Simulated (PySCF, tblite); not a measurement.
tert-butyl methyl sulfoxide, C5H12OS.
Numbering: `[CH3:1][S@:2](=[O:3])[C:4]([CH3:5])([CH3:6])[CH3:7]` (hydrogens: H8, H9, H10 on C1; H11, H12, H13 on C5; H14, H15, H16 on C6; H17, H18, H19 on C7)

Computed with GFN2-xTB (tblite), gas phase: nudged elastic band of 9 images (0 to 8), spring 0.2 eV/Å², climbing image at the end, force threshold 0.05 eV/Å. The top image wasn't refined or checked by frequencies; at this threshold it can lie a kcal/mol or more above the true saddle point of the method.

Path: rotation about C4–S2 (sp3 carbon bound to sulfur, sulfinyl sulfur), followed by the dihedral C7–C4–S2–C1.

Image 0 (start, dihedral 60°):
```
atom  x, y, z in Å
C1      2.285   -0.067   -0.502
S2      0.715   -0.776   -1.167
O3      0.445   -0.017   -2.391
C4     -0.505   -0.093    0.108
C5     -0.193   -0.715    1.457
C6     -1.847   -0.584   -0.422
C7     -0.448    1.422    0.102
H8      2.508   -0.523    0.454
H9      3.057   -0.322   -1.221
H10     2.206    1.011   -0.425
H11     0.720   -0.308    1.885
H12    -0.084   -1.793    1.359
H13    -1.006   -0.517    2.155
H14    -1.998   -0.217   -1.435
H15    -1.875   -1.672   -0.443
H16    -2.664   -0.228    0.203
H17    -0.346    1.770   -0.926
H18    -1.366    1.841    0.511
H19     0.386    1.797    0.692
```

Image 8 (end, 0.000 eV, dihedral 180°):
```
atom  x, y, z in Å
C1      1.875   -1.120   -0.850
S2      0.986    0.475   -1.131
O3      1.843    1.498   -0.526
C4     -0.448    0.261    0.086
C5      0.099    0.151    1.495
C6     -1.278   -0.936   -0.344
C7     -1.228    1.558   -0.090
H8      1.252   -1.942   -1.179
H9      2.775   -1.074   -1.455
H10     2.145   -1.213    0.194
H11     0.913    0.866    1.615
H12     0.469   -0.850    1.708
H13    -0.672    0.387    2.226
H14    -1.467   -0.900   -1.416
H15    -0.781   -1.873   -0.106
H16    -2.237   -0.929    0.171
H17    -1.602    1.645   -1.109
H18    -2.073    1.598    0.595
H19    -0.579    2.408    0.111
```

Q: What do the inner images look like?

A: 
Image 1: +0.012 eV, dihedral 74°
```
atom  x, y, z in Å
C1      2.296   -0.230   -0.448
S2      0.690   -0.651   -1.258
O3      0.547    0.304   -2.360
C4     -0.516   -0.046    0.075
C5     -0.128   -0.623    1.424
C6     -1.841   -0.632   -0.402
C7     -0.552    1.468    0.055
H8      2.447   -0.893    0.395
H9      3.063   -0.406   -1.196
H10     2.311    0.810   -0.149
H11     0.755   -0.134    1.830
H12     0.065   -1.691    1.343
H13    -0.942   -0.479    2.134
H14    -2.056   -0.289   -1.412
H15    -1.794   -1.719   -0.411
H16    -2.659   -0.326    0.249
H17    -0.542    1.811   -0.980
H18    -1.458    1.838    0.532
H19     0.304    1.897    0.572
```

Image 2: +0.065 eV, dihedral 89°
```
atom  x, y, z in Å
C1      2.300   -0.403   -0.435
S2      0.687   -0.502   -1.331
O3      0.697    0.618   -2.275
C4     -0.523    0.007    0.052
C5     -0.077   -0.517    1.405
C6     -1.808   -0.685   -0.392
C7     -0.673    1.515    0.032
H8      2.347   -1.210    0.286
H9      3.067   -0.541   -1.192
H10     2.423    0.564    0.035
H11     0.794    0.018    1.775
H12     0.153   -1.579    1.356
H13    -0.880   -0.379    2.128
H14    -2.082   -0.360   -1.393
H15    -1.669   -1.764   -0.407
H16    -2.629   -0.452    0.285
H17    -0.730    1.861   -0.999
H18    -1.582    1.815    0.551
H19     0.174    2.004    0.509
```

Image 3: +0.128 eV, dihedral 104°
```
atom  x, y, z in Å
C1      2.284   -0.575   -0.453
S2      0.704   -0.335   -1.380
O3      0.885    0.915   -2.121
C4     -0.522    0.059    0.037
C5     -0.038   -0.404    1.400
C6     -1.751   -0.737   -0.388
C7     -0.795    1.551    0.018
H8      2.211   -1.475    0.144
H9      3.050   -0.698   -1.213
H10     2.511    0.292    0.154
H11     0.822    0.170    1.737
H12     0.220   -1.460    1.392
H13    -0.835   -0.261    2.129
H14    -2.070   -0.435   -1.383
H15    -1.521   -1.801   -0.411
H16    -2.577   -0.578    0.303
H17    -0.920    1.895   -1.006
H18    -1.701    1.780    0.577
H19     0.033    2.104    0.457
```

Image 4 (top): +0.155 eV, dihedral 120°
```
atom  x, y, z in Å
C1      2.236   -0.737   -0.491
S2      0.735   -0.155   -1.400
O3      1.097    1.175   -1.893
C4     -0.516    0.109    0.030
C5     -0.001   -0.289    1.402
C6     -1.677   -0.785   -0.386
C7     -0.906    1.576    0.000
H8      2.038   -1.702   -0.042
H9      3.009   -0.832   -1.247
H10     2.540   -0.005    0.246
H11     0.833    0.336    1.713
H12     0.305   -1.332    1.431
H13    -0.800   -0.158    2.132
H14    -2.029   -0.511   -1.378
H15    -1.366   -1.828   -0.408
H16    -2.507   -0.691    0.313
H17    -1.100    1.897   -1.021
H18    -1.800    1.746    0.597
H19    -0.101    2.194    0.393
```

Image 5: +0.126 eV, dihedral 135°
```
atom  x, y, z in Å
C1      2.154   -0.876   -0.548
S2      0.780    0.034   -1.383
O3      1.316    1.381   -1.589
C4     -0.502    0.155    0.030
C5      0.036   -0.176    1.411
C6     -1.585   -0.831   -0.385
C7     -1.006    1.589   -0.021
H8      1.820   -1.859   -0.241
H9      2.936   -0.967   -1.296
H10     2.524   -0.296    0.288
H11     0.846    0.495    1.688
H12     0.387   -1.203    1.472
H13    -0.761   -0.055    2.144
H14    -1.955   -0.591   -1.379
H15    -1.198   -1.847   -0.398
H16    -2.423   -0.793    0.310
H17    -1.249    1.871   -1.043
H18    -1.894    1.708    0.597
H19    -0.235    2.269    0.335
```

Image 6: +0.063 eV, dihedral 152°
```
atom  x, y, z in Å
C1      2.050   -0.993   -0.627
S2      0.843    0.221   -1.321
O3      1.529    1.511   -1.217
C4     -0.483    0.200    0.038
C5      0.071   -0.059    1.427
C6     -1.475   -0.871   -0.385
C7     -1.099    1.590   -0.044
H8      1.568   -1.945   -0.449
H9      2.825   -1.105   -1.380
H10     2.485   -0.584    0.277
H11     0.859    0.653    1.662
H12     0.462   -1.070    1.524
H13    -0.722    0.062    2.164
H14    -1.841   -0.673   -1.391
H15    -1.017   -1.858   -0.373
H16    -2.328   -0.886    0.292
H17    -1.359    1.830   -1.073
H18    -1.996    1.655    0.569
H19    -0.382    2.332    0.300
```

Image 7: +0.021 eV, dihedral 169°
```
atom  x, y, z in Å
C1      1.943   -1.093   -0.745
S2      0.928    0.379   -1.218
O3      1.733    1.532   -0.810
C4     -0.460    0.243    0.060
C5      0.093    0.070    1.462
C6     -1.359   -0.904   -0.365
C7     -1.179    1.580   -0.075
H8      1.334   -1.988   -0.761
H9      2.728   -1.169   -1.490
H10     2.386   -0.923    0.229
H11     0.830    0.847    1.663
H12     0.558   -0.904    1.595
H13    -0.709    0.162    2.193
H14    -1.678   -0.771   -1.397
H15    -0.854   -1.863   -0.279
H16    -2.246   -0.937    0.265
H17    -1.421    1.777   -1.118
H18    -2.100    1.587    0.504
H19    -0.536    2.383    0.279
```

The largest changes of bonds and angles from start to top: S2–C4 1.892 → 1.918 Å, C7–H17 1.090 → 1.087 Å, C4–C7 1.517 → 1.519 Å, S2–C4–C5 108.6 → 114.6°, S2–C4–C7 109.5 → 106.6°, C5–C4–C7 113.9 → 111.0°. GFN2-xTB torsional profiles can miss by a kcal/mol or more and can put conformers in the wrong order.

Q: What do single points at PBE0/pcSseg-1 (PySCF, no dispersion term) give on some images?

A: 
```csv
image,GFN2-xTB E (eV),DFT E (eV),HOMO (eV),LUMO (eV),dipole (D)
0,0.000,0.000,-6.45,1.01,3.69
2,0.065,0.103,-6.41,1.03,3.68
4,0.155,0.231,-6.32,0.93,3.71
6,0.063,0.086,-6.36,0.97,3.72
8,0.000,-0.001,-6.45,1.02,3.69
```

Energies count from image 0 at each level. At the GFN2-xTB top the DFT energy is 5.3 kcal/mol against 3.6; the geometries weren't optimised at the DFT level.

The cost below is that of the whole band run. The run took 14 s on an x86-64 server with one thread (shared host).
